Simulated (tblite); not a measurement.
Compound: C5H10F3PSi.
Numbering: `[CH3:1]/[C:2]([SiH3:3])=[P:4]\[CH2:5][CH2:6][C:7]([F:8])([F:9])[F:10]` (hydrogens: H11, H12, H13 on C1; H14, H15, H16 on Si3; H17, H18 on C5; H19, H20 on C6)

Structure optimised with GFN2-xTB, isolated species.

List the bond lengths, angles and torsions at this level.

```csv
bond,length (Å)
C1–C2,1.497
C2–Si3,1.889
C2=P4,1.684
P4–C5,1.886
C5–C6,1.527
C6–C7,1.514
"C7–F8, C7–F9, C7–F10",1.343
"C1–H11, C1–H12, C1–H13",1.090
"Si3–H14, Si3–H15, Si3–H16",1.465
"C5–H17, C5–H18",1.094
"C6–H19, C6–H20",1.092
```

Bonds in one row agree within 0.01 Å and their mean is given. A selection of angles:
```csv
angle,degrees
C1–C2–Si3,117.4
C1–C2–P4,124.8
Si3–C2–P4,117.8
C2–P4–C5,102.4
P4–C5–C6,110.6
C5–C6–C7,110.8
C6–C7–F8,112.5
C6–C7–F10,112.3
F8–C7–F9,106.3
```

Torsions: C1–C2–P4–C5 0° (synperiplanar); C2–P4–C5–C6 -179° (antiperiplanar); P4–C5–C6–C7 180° (antiperiplanar); C5–C6–C7–F8 60° (synclinal). The mirror-image conformer, all signs reversed, is as good.

Si3 (SiH3 silicon) is tetrahedral (angles from 108.3° to 111.3°). All 3 C–F bonds measure 1.343 Å. Of the pairs four or more bonds apart, F9···H17 is among the closest relative to their van der Waals radii: 2.59 Å, 97 % of the sum of Bondi's values. The C–C distances run from 1.497 Å (C1–C2, drawn single) to 1.527 Å (C5–C6, drawn single), a spread of 0.030 Å. The 2 C–P bonds span 1.684 Å (C2=P4, drawn double) to 1.886 Å (P4–C5, drawn single), a spread of 0.202 Å.

Point group: near Cs, missed by 0.10 Å at most; the miss may be what the optimiser left on a soft mode. Its GFN2-xTB frequencies are all real (lowest 30 cm⁻¹). One conformer, not necessarily the lowest. 3 starts were optimised and ended at 0.00, 1.35 and 1.89 kcal/mol (GFN2-xTB); the lowest of these is shown.

The numbers are calculated, not measured.
